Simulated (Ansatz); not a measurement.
Consider the ligand exchange at the Si–C bond: `C=C([SiH3])CCl` + `[NH2][SnH3]` → `[SiH3][NH][SnH3]` + `C=CCCl`.

Gas-phase electronic energies from Ansatz, PBE0-D4/def2-TZVP geometries. CCSD(T)/CBS adds triple-zeta CCSD(T) − MP2 to the extrapolated MP2 energy (def2 sets, frozen cores). DFT in def2-TZVPP. def2 core potentials past Kr. For Sn outer-core shells are correlated without core-valence functions, which leaves a few kJ/mol of doubt a bond. One conformer a species, not always the lowest.

```csv
level,ΔE (kJ/mol)
PBE-D4,-49.2
r2SCAN,-58.4
```

Task: What does CCSD(T)/CBS give? (Estimate.)

Result: The calculation gave: -61.6 kJ/mol. The listed levels differ from it by 12.4, 3.2 kJ/mol.

Largest T1 diagnostic among the species: 0.013.

In def2-TZVPP, CCSD(T) changes the Hartree–Fock value by +18.0 kJ/mol (the triples alone add +3.3 kJ/mol) and MP2 by +17.8 kJ/mol. From PBE to PBE0 (25 % exact exchange), in def2-TZVPP and without D4, ΔE moves by −5.5 kJ/mol.
